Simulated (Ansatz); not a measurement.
Ansatz results at the PBE0-D4/def2-TZVP geometry: HOMO energy (ωB97M-V/def2-TZVPP) -9.87 eV; HOMO energy (PBE/def2-TZVPP) -5.99 eV; HOMO–LUMO gap (ωB97M-V/def2-TZVPP) 10.82 eV.

Each molecule was computed in one conformer, which needn't be the lowest.

Question: Which molecule gave them?
A. `[F][Zr]([SH])([SH])[SH]`
B. `[OH][Zr]([OH])([Cl])[c]1ccccc1`
C. `C[N](C)[Zr]([F])([SH])[Cl]`
D. `C[O][Zr]([O]C)([O]C)[O]C`

Answer: D. The others give `C[N](C)[Zr]([F])([SH])[Cl]`: -9.62, -6.16, 10.22; `[OH][Zr]([OH])([Cl])[c]1ccccc1`: -9.26, -6.16, 9.83; `[F][Zr]([SH])([SH])[SH]`: -9.97, -6.68, 9.81.
